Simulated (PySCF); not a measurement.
## Structure elucidation problem

Molecular formula: C8H7N. Simulated spectra:

¹H NMR (400 MHz, computed): δ 7.71 (d, 1H), 7.41 (m, 1H), 6.84 (m, 1H), 6.76 (d, 1H), 4.18 (br s, 2H), 3.05 (s, 1H).

¹³C{¹H} NMR (computed): δ 155.0 (C), 141.1 (CH), 136.1 (CH), 121.5 (CH), 116.3 (CH), 107.4 (C), 91.1 (CH), 86.0 (C).

Non-relativistic, isolated molecule, equivalent nuclei averaged, one computed conformer. σ from GIAO-PBE0/pcSseg-1; GFN2-xTB structure; PySCF 2.14.0 with density-fitted response routines.

δ = σ(ref) − σ, references computed at the same level: ¹H (σ = 31.72 ppm) and ¹³C (σ = 186.93 ppm) against TMS.

Question: Choose the structure that fits.
A. C=CC=C=C/C=C/C#N
B. C#Cc1ccccc1N
C. C=C=Cc1ccccn1

Answer: B. 

- Rings plus π bonds: 6 (1 ring in the answer).
- 8 carbon signals for 8 carbons: no two carbons are equivalent.
- Carbon types of the structure: 3 × C, 5 × CH, leaving 2 H on heteroatoms.
- δC 155.0: aromatic carbon bearing nitrogen; σ withdrawal by the attached heteroatom moves it downfield of the ring CH carbons.
- δC 141.1, 136.1, 121.5, 116.3: aromatic CH.
- δC 107.4: substituted aromatic carbon.
- δC 91.1: terminal alkyne carbon; sp carbons lie upfield of alkene carbons because the cylindrical π system leaves one tensor component strongly shielded.
- δC 86.0: alkyne carbon; the triple bond shields along its axis, which puts it between sp3 and sp2 carbons.

The others: C=CC=C=C/C=C/C#N would give 7 signals for carbon-bound and other non-exchanging H, not 5; C=C=Cc1ccccn1 would give 6 signals for carbon-bound and other non-exchanging H, not 5.

The OH or NH signal is concentration- and solvent-dependent in practice; the value given is the gas-phase one. Shifts are as computed. Against solution values, carbons near 30 ppm lie about +3 ppm off and those near 130 ppm about +5 ppm. Of 1211 compounds with measured shifts, 218 miss one by over three times the rms of a fit or turn the order of signals round; such compounds aren't used in these exercises. Multiplicities follow the n + 1 count of equivalent neighbours, as no J values were calculated; m marks all less simple cases, F and P coupling included.
